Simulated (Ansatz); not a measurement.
F2Si, charge -1, doublet, geometry from GFN2-xTB (a state made from the parent by changing its charge; the spin is typed, not shown lowest) (a gas-phase anion, which may not be bound at this level); B3LYP5/def2-SVPD run with Ansatz (a first-principles code).

Here is a job for Ansatz.
Ansatz 0.2 input:
```yaml
crystal:
  periodic: [false, false, false]
  atoms:
    - {symbol: Si, position_ang: [-0.04213560, -0.02012493, 0.71616938]}
    - {symbol: F, position_ang: [1.18435672, -0.74997636, -0.51078231]}
    - {symbol: F, position_ang: [-1.11881245, 0.78128181, -0.60325896]}
basis:
  gaussian:
    orbitals: def2-SVPD
hamiltonian:
  xc: b3lyp5
total_charge: -1
magnetization: {spin_polarized: true, initial_magnetization: 1}
```

The log (banner, timings and long lists left out):

```
Functional definition: B3LYP5
607 factors; their error is unknown
mean field evaluation 1: about -13303.0323 eV, gradient 1.9e1 eV
mean field evaluation 2: about -13301.0353 eV, gradient 3.3e1 eV
mean field evaluation 4: about -13304.5021 eV, gradient 6.0e-1 eV
mean field evaluation 8: about -13304.5915 eV, gradient 3.9e-2 eV
mean field evaluation 16: about -13304.5915 eV, gradient 1.1e-5 eV
mean field -13304.59154876 eV, -488.9347212409 hartree, gradient 1.1e-5 eV, S^2 0.756331; 0 other end points of the search recorded, 0 dependent functions left out
reference -13304.59174634 eV, -488.9347285016 hartree; 17, 16 occupied and 53, 54 virtual orbitals, 607 factors
Total energy: -13304.59174634 eV, -488.9347285016 hartree
```
